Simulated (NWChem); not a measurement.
CH₃FMg; SMILES [CH3][Mg][F]

Program: NWChem. Pople sets run with spherical d functions. All runs use the structure optimised with PBE0/def2-SVP. Ions are spin-unrestricted doublets at the neutral geometry. Hybrids' shares of exact exchange are those that their runs print; pure functionals count as 0. The functionals differ in more than this share.

```
row                                  share of exact exchange  ΔSCF ionisation energy minus −ε(HOMO) (eV)
-----------------------------------  -----------------------  ------------------------------------------
LDA (Slater exchange, VWN5)/6-31+G*                     0.00                                        3.62
B3LYP/6-31+G*                                           0.20                                        2.71
PBE0/6-31+G*                                            0.25                                    withheld
M06-2X/6-31+G*                                          0.54                                        1.38
```

Problem. Fit a straight line of the last column on the one before it, predict the withheld value, and compare with the run.

Solution. 
1. Means of the 3 shown rows: x = 0.247, y = 2.570. Slope Σ(x − x̄)(y − ȳ)/Σ(x − x̄)² = -0.6146/0.1491 = -4.123; intercept 3.587.
2. The shown rows scatter about the line by 0.037 (root mean square); the largest residual is -0.05, at B3LYP/6-31+G*.
3. At x = 0.25 (PBE0/6-31+G*; inside the shown range) the line gives 2.56.
4. The run gives 2.44, -0.12 from the line, 3.2 times the scatter. The line crosses zero at a share of 0.87, outside the shown range.
